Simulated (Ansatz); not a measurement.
`CB(S)Br` + `F[CH2][AlH][SiH3]` → `CB(Br)CF` + `[SiH3][AlH][SH]`  (redistribution)

Calculated with Ansatz (gas phase, PBE0-D4/def2-TZVP geometries, no zero-point term in ΔE). CCSD(T)/CBS adds triple-zeta CCSD(T) − MP2 to the extrapolated MP2 energy (def2 sets, frozen cores). DFT in def2-TZVPP. B3LYP here is the variant with VWN-RPA as its local correlation; programs differ in this. For Br outer-core shells are correlated without core-valence functions, which leaves a few kJ/mol of doubt a bond. Scalar relativity is left out up to krypton. One conformer a species, not always the lowest.

Is it downhill or uphill in electronic energy at CCSD(T)/CBS, and by how much? (An estimate is asked.)

Computed: Downhill: ΔE = -72.3 kJ/mol.

What do these levels give: PBE-D4, ωB97X-V, ωB97M-V, PBE, r2SCAN, PBE0, B3LYP, MP2/def2-TZVPP, SCS-MP2/def2-TZVPP, MP2/def2-QZVPP, MP2/CBS(def2), CCSD/CBS(def2)? (Best estimate.)

Computed: PBE-D4 -65.7, ωB97X-V -72.4, ωB97M-V -72.0, PBE -66.5, r2SCAN -73.7, PBE0 -71.9, B3LYP -70.8, MP2/def2-TZVPP -71.5, SCS-MP2/def2-TZVPP -71.3, MP2/def2-QZVPP -71.1, MP2/CBS(def2) -71.2, CCSD/CBS(def2) -74.6 kJ/mol.

Largest T1 diagnostic among the species: 0.013.

From PBE to PBE0 (25 % exact exchange), in def2-TZVPP and without D4, ΔE moves by −5.4 kJ/mol. In def2-TZVPP, CCSD(T) changes the Hartree–Fock value by +12.5 kJ/mol (the triples alone add +2.3 kJ/mol) and MP2 by +13.6 kJ/mol.
